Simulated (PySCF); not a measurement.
## Electron correlation in Be⁺ (beryllium, charge +1)

[He] 2p1, 2P determinant (an excited configuration). Computed with PySCF 2.14 in aug-cc-pCVTZ, with no relativity, point nucleus. Frozen: nothing; 3 electrons correlated.

| level | correlation energy (mhartree) |
| --- | --- |
| CCSD | -43.38 |
| (T) | -0.02 |
| CCSD(T) | -43.40 |

Diagnostics: T1 = 0.0021, D1 = 0.0052, largest double amplitude 0.016.

Problem. Is a single reference adequate?

Solution. Yes: T1 lies below 0.03 and no double amplitude reaches 0.07.
